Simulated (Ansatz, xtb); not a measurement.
# ClGeH5N2: where a starting geometry ends

The starting geometry of this gas-phase singlet was built from a drawn formula by distance geometry and a force field; its bonds are those of `[NH-][NH2+][GeH2][Cl]`.

```xyz
9

Cl    1.5461   -1.0647   -0.7101
Ge   -0.5823   -0.8335   -0.7745
N    -2.8335   -2.2436   -0.5514
N    -1.4382   -2.4934   -0.4820
H    -3.1231   -1.7602    0.3347
H    -1.1862   -3.1483   -1.1829
H    -1.1479   -2.8227    0.4867
H    -1.0884    0.2175    0.3071
H    -0.9752   -0.2939   -2.1833
```

Q: Where would you expect an optimisation with r2SCAN-D4/def2-SVP to take it?

A: It rearranges to `N[NH][GeH2][Cl]`. Contacts that open: Ge2–N4 (1.89 → 2.72 Å). Contacts that close: Ge2–N3 (2.67 → 1.82 Å).

The energy falls by 2.25 eV over 22 steps:

```json
{"step": "1", "E − E(last) (eV)": "2.251"}
{"step": "3", "E − E(last) (eV)": "1.828"}
{"step": "6", "E − E(last) (eV)": "1.588"}
{"step": "8", "E − E(last) (eV)": "1.376"}
{"step": "10", "E − E(last) (eV)": "1.050"}
{"step": "13", "E − E(last) (eV)": "0.167"}
{"step": "15", "E − E(last) (eV)": "0.102"}
{"step": "17", "E − E(last) (eV)": "0.023"}
{"step": "20", "E − E(last) (eV)": "0.000"}
{"step": "22", "E − E(last) (eV)": "0.000"}
```

Final geometry (Å):

```xyz
9

Cl    1.1189   -0.6328    0.1759
Ge   -0.8536   -0.4081   -0.7549
N    -1.9377   -1.8050   -0.3256
N    -1.4986   -3.0474   -0.8320
H    -2.3186   -1.8238    0.6245
H    -2.3070   -3.6230   -1.0685
H    -0.9353   -3.5575   -0.1473
H    -1.4755    0.8634   -0.1662
H    -0.6214   -0.4086   -2.2618
```

From the same start GFN2-xTB ends elsewhere, differing in Ge2–N3 (2.76 against 1.82 Å here).

The end wasn't checked by frequencies. Run with Ansatz 0.2.0, 56 s on 2 threads of Arm Neoverse V1, with other jobs on the host.
